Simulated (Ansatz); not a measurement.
Basis-set series for GeH₃NS (`[NH2][Ge][SH]`). The species carries charge 0 and has multiplicity 1. The geometry is a stationary point of PBE0-D4/def2-TZVP. It is one conformer, not always the lowest.

| functional | basis | functions | energy (Eh) | HOMO (eV) | LUMO (eV) |
| --- | --- | --- | --- | --- | --- |
| PBE0-D4 | def2-SVP | 79 | -2530.90569 | -6.83 | -1.30 |
| PBE0-D4 | def2-TZVPP | 163 | -2531.37606 | -6.94 | -1.48 |
| ωB97M-V | def2-SVP | 79 | -2531.20732 | -8.86 | 0.67 |
| ωB97M-V | def2-TZVPP | 163 | -2531.67849 | -9.00 | 0.44 |

Give the rows for def2-QZVPP. (Estimate.)

Computed: 
```csv
functional,basis,functions,energy (Eh),HOMO (eV),LUMO (eV)
PBE0-D4,def2-QZVPP,306,-2531.43685,-7.01,-1.57
ωB97M-V,def2-QZVPP,306,-2531.73742,-9.08,0.27
```

Positive LUMOs are unbound and depend on the basis. Scalar relativity is left out up to krypton.
